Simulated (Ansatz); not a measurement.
Basis sets compared for Zn₁₀O₁₀. Charge 0, multiplicity 1. Geometry PBE-D4/def2-SVP. Ansatz on 2 threads of AMD EPYC 7R13 on a shared host and a share (18 GiB) of an NVIDIA H100 80GB HBM3; times are rough, and most runs start from earlier orbitals.

```xyz
20

Zn   -0.290   -2.143   -2.359
Zn    1.737    0.226   -1.646
Zn   -0.605    0.469   -2.870
Zn    0.853    2.980   -1.019
Zn   -0.848   -2.579    0.645
Zn   -2.511   -1.448   -1.033
Zn   -1.820   -0.425    2.072
Zn    1.502   -0.486    1.505
Zn    2.106    2.136    1.225
Zn    0.074    1.169    3.261
O     0.974   -0.907   -2.942
O    -1.187   -3.167   -1.100
O    -1.958   -0.793   -2.692
O     2.358    0.466    0.086
O     0.605    1.816   -2.373
O     1.491    3.709    0.473
O     0.022   -1.525    1.924
O    -2.645   -1.544    0.822
O    -1.696    0.998    3.227
O     1.838    1.048    2.792
```

The 6-31G sets use Cartesian d functions. Single mean-field runs in def2-SVP, def2-TZVP are fitted with def2-universal-jkfit.

Binding counts from free atoms (Zn singlet, O triplet) in the same basis, without a counterpoise term.

| level | functions | energy (Eh) | HOMO (eV) | LUMO (eV) | binding per atom (eV) | wall time |
| --- | --- | --- | --- | --- | --- | --- |
| HF/STO-3G | 230 | -18311.4737 | -2.86 | 3.67 | 2.26 | 21 s |
| HF/6-31G | 380 | -18523.9287 | -11.05 | -0.25 | 1.77 | 8.5 s |
| PBE-D4/def2-SVP | 450 | -18540.1190 | -5.57 | -3.37 | 3.31 | 5 s |
| PBE0-D4/def2-SVP (with forces) | 450 | -18540.3237 | -7.02 | -2.56 | 3.08 | 8.5 s |

Question: Estimate the rows for PBE-D4/def2-TZVP, PBE0-D4/def2-TZVP.

Answer: 
```json
{"level": "PBE-D4/def2-TZVP", "functions": "790", "energy (Eh)": "-18543.6368", "HOMO (eV)": "-6.13", "LUMO (eV)": "-3.75", "binding per atom (eV)": "3.05", "wall time": "10 s"}
{"level": "PBE0-D4/def2-TZVP", "functions": "790", "energy (Eh)": "-18543.7526", "HOMO (eV)": "-7.49", "LUMO (eV)": "-2.87", "binding per atom (eV)": "2.89", "wall time": "14 s"}
```
